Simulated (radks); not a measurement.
Values are calculated unless marked as measured or tabulated.
Cd+, configuration [Kr] 4d10 5s1. Level of theory: Dirac Kohn-Sham, SOGGA, spin-unpolarised, spherical densities, point nucleus (a radial shooting solver on a logarithmic mesh with Libxc functionals).

Unscreened Slater integrals over Kohn-Sham orbitals (eV). Large and small components are both included. Empty in this configuration: 5p1/2.

\begin{tabular}{lr}
integral & value \\ \hline
F0(5s1/2,5s1/2) & 9.3023 \\
F0(5s1/2,4d5/2) & 11.410 \\
G2(5s1/2,4d5/2) & 1.8342 \\
F0(5s1/2,4d3/2) & 11.434 \\
G2(5s1/2,4d3/2) & 1.7688 \\
F0(5s1/2,4p3/2) & 11.789 \\
G1(5s1/2,4p3/2) & 0.70998 \\
F0(5s1/2,5p1/2) & 8.0972 \\
G1(5s1/2,5p1/2) & 5.1801 \\
F0(4d5/2,4d5/2) & 19.367 \\
F2(4d5/2,4d5/2) & 9.5364 \\
F4(4d5/2,4d5/2) & 6.2042 \\
F0(4d5/2,4d3/2) & 19.506 \\
F2(4d5/2,4d3/2) & 9.6077 \\
G2(4d5/2,4d3/2) & 9.6020 \\
G4(4d5/2,4d3/2) & 6.2494 \\
F0(4d5/2,4p3/2) & 21.782 \\
F2(4d5/2,4p3/2) & 10.672 \\
G1(4d5/2,4p3/2) & 13.448 \\
G3(4d5/2,4p3/2) & 8.2018 \\
F0(4d5/2,5p1/2) & 9.2546 \\
G3(4d5/2,5p1/2) & 0.82684 \\
F0(4d3/2,4d3/2) & 19.648 \\
F2(4d3/2,4d3/2) & 9.6827 \\
F0(4d3/2,4p3/2) & 21.976 \\
F2(4d3/2,4p3/2) & 10.812 \\
G1(4d3/2,4p3/2) & 13.659 \\
G3(4d3/2,4p3/2) & 8.3361 \\
F0(4d3/2,5p1/2) & 9.2676 \\
G1(4d3/2,5p1/2) & 0.99494 \\
F0(4p3/2,4p3/2) & 25.235 \\
F2(4p3/2,4p3/2) & 13.195 \\
F0(4p3/2,5p1/2) & 9.4558 \\
G2(4p3/2,5p1/2) & 0.38322 \\
F0(5p1/2,5p1/2) & 7.2967 \\
\end{tabular}
